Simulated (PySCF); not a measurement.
## [C6H7B]-: g tensor and hyperfine couplings

C₆H₇B (charge -1 and doublet state).
Z-matrix (Å and degrees, PBE0-D3(BJ)/def2-SVP geometry), rows numbered from 1:
```
B 
C   1  1.5214
C   2  1.4361  1  122.97
C   3  1.3848  2  123.09  1   179.98
C   4  1.4084  3  121.03  2     0.02
C   5  1.4084  4  117.80  3     0.00
C   6  1.3848  5  121.03  4     0.00
H   1  1.2285  2  120.80  3  -180.00
H   1  1.2283  2  120.79  3    -0.01
H   3  1.0961  2  117.82  1    -0.00
H   4  1.0972  3  119.47  2  -179.99
H   5  1.0938  4  121.11  3   179.97
H   6  1.0972  5  119.49  4   179.96
H   7  1.0961  2  117.81  1     0.02
```

Identity: `[BH2-]c1ccccc1` [radical] (charge -1).

The calculation used PySCF, UKS B3LYP, IGLO-III on B C, pcH-1 on H, non-relativistic, mean-field spin-orbit, GIAO. Whether the extra electron is bound in the gas phase wasn't checked; a finite basis holds it in any case. Stability of the SCF solution: not tested. No frequencies were computed at this geometry's level, so the symmetric structure isn't shown to be a minimum.

```json
{
 "g1, g2, g3": "2.00221, 2.00244, 2.00284",
 "g_iso": "2.00250",
 "Form of g": "rhombic: the two nearest values differ by 38 % of g3 − g1",
 "⟨S²⟩": "0.7629 (exact 0.7500)",
 "α and β electrons": "25, 24",
 "Basis functions": "315"
}
```

Hyperfine couplings atom by atom, in MHz; T1 to T3 are the principal values of the dipolar part:

```csv
atom,isotope,a_iso,T1,T2,T3,Mulliken spin population
B1,11B,23.3,-23.8,-23.0,46.9,0.65
C2,13C,-21.9,-2.8,-1.5,4.3,0.03
C3,13C,13.0,-12.7,-12.0,24.7,0.14
C4,13C,-15.8,-7.7,3.1,4.6,-0.08
C5,13C,22.9,-21.7,-20.3,41.9,0.30
C6,13C,-15.9,-7.7,3.1,4.7,-0.08
C7,13C,13.0,-12.7,-12.0,24.7,0.14
H8,1H,-29.1,-12.4,2.0,10.4,-0.04
H9,1H,-29.1,-12.4,2.0,10.4,-0.04
H10,1H,-11.0,-3.8,-1.9,5.7,-0.01
H11,1H,3.2,-2.1,0.1,2.0,0.00
H12,1H,-19.4,-11.5,1.1,10.3,-0.02
H13,1H,3.3,-2.1,0.1,2.0,0.00
H14,1H,-11.0,-3.8,-1.9,5.7,-0.01
```

Largest spin populations (Mulliken): B1 (+0.65), C5 (+0.30), C7 (+0.14) and C3 (+0.14). The positive populations add up to 1.27 and the negative ones to -0.27, together 2S = 1. The angles at B1 add up to 360.0°, so it is planar.

Axes: g1 is normal to the molecular plane and g3 points within 1° of the C5–H12 bond.

Under fast tumbling the dipolar parts average out, and these isotropic splittings remain: 2 × 1H (H8/H9, I = 1/2, 3 lines) with 1.04 mT, 1 × 11B (B1, I = 3/2, 4 lines) with 0.83 mT, 1 × 1H (H12, I = 1/2, 2 lines) with 0.69 mT, 2 × 1H (H10/H14, I = 1/2, 3 lines) with 0.39 mT and 2 × 1H (H11/H13, I = 1/2, 3 lines) with 0.12 mT.

Main isotope only: 11B (natural samples also hold 20 % 10B, magnetic too, which adds its own pattern).

The 13C coupling of C5 (22.9 MHz) shows only in satellite lines or after enrichment, since that isotope makes up about 1.07 % of natural carbon.

Examples of negative spin density at the nucleus (bohr⁻³): C2 (-0.0195), C4/C6 (-0.0141) and H8/H9 (-0.0065).

On one thread of an Arm Neoverse N1, no GPU, shared host, this took 2.3 min.
